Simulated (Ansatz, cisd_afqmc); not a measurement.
Species: Re, charge 0, sextet.

Total energies in def2-TZVPP, 7 correlated electrons, 4 frozen orbitals. UHF or UKS for unpaired electrons; spin-orbit terms are left out. Cores are frozen in correlated methods (noble-gas shells, and filled d and f shells in the p block). Past Kr the def2 sets carry scalar-relativistic core potentials. The Monte Carlo rows (phaseless AFQMC, CISD trial, step 0.005/hartree) carry one-sigma bars that omit the constraint's bias. Outlying blocks are dropped, and bars are widened where a walk drifts. Over all cases where full CI ran beside it in this data, AFQMC minus full CI had a median of +0.1 mEh and passed +0.4 mEh in a tenth of the cases. The UHF reference of Re ([Re], sextet) is spin-contaminated (<S^2> up to 0.05 over the pure value in the sets run).

```json
[
 {"method": "HF", "program": "Ansatz", "energy (Eh)": "-77.53454", "minus CCSDTQ (mEh)": "138.01"},
 {"method": "MP2", "program": "Ansatz", "energy (Eh)": "-77.65658", "minus CCSDTQ (mEh)": "15.97"},
 {"method": "CCSD", "program": "Ansatz", "energy (Eh)": "-77.66636", "minus CCSDTQ (mEh)": "6.19"},
 {"method": "CCSD(T)", "program": "Ansatz", "energy (Eh)": "-77.67178", "minus CCSDTQ (mEh)": "0.77"},
 {"method": "CCSDT(Q)", "program": "Ansatz", "energy (Eh)": "-77.67256", "minus CCSDTQ (mEh)": "-0.01"},
 {"method": "CCSDTQ", "program": "Ansatz", "energy (Eh)": "-77.67255", "minus CCSDTQ (mEh)": "0.00"},
 {"method": "AFQMC/CISD", "program": "cisd_afqmc", "energy (Eh)": "-77.6718 ± 0.0003", "minus CCSDTQ (mEh)": "0.7 ± 0.3"}
]
```

Ansatz is a first-principles code.
